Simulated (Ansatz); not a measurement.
Reaction (ligand exchange at a B–N bond): `CBNC` + HI → `CBI` + CH₃NH₂

Gas-phase electronic energies from Ansatz, PBE0-D4/def2-TZVP geometries. CCSD(T)/CBS is the MP2 limit (def2-TZVPP, def2-QZVPP) plus CCSD(T) − MP2 in def2-TZVPP, frozen cores. DFT in def2-TZVPP. Elements past krypton have def2 core potentials. For I outer-core shells are correlated without core-valence functions, which leaves a few kJ/mol of doubt a bond. Each species was taken in one conformer, which may not be the lowest.

```csv
level,ΔE (kcal/mol),difference from CCSD(T)/CBS
LDA (SPW92),21.2,4.7
PBE-D4,17.4,0.9
revPBE-D4,17.1,0.6
BHLYP-D4,18.2,1.7
ωB97X-V,17.9,1.4
PBE0,17.2,0.7
r2SCANh,17.2,0.7
CCSD(T)/def2-SVP,22.0,5.5
MP2/def2-TZVPP,16.1,-0.4
CCSD/CBS(def2),16.7,0.2
CCSD(T)/CBS,16.5,0
```

Largest T1 diagnostic among the species: 0.011.

Leaving LDA and LC-ωPBE aside and taking each functional with its dispersion term where it has one, the values, not all of them listed here, spread over 3.6 kcal/mol, from PBE-QIDH to CAM-B3LYP-D4. LDA lies +3.9 kcal/mol from PBE without D4. At CCSD(T), def2-SVP lies +5.5 kcal/mol from the extrapolated value and def2-TZVPP +1.1 kcal/mol.
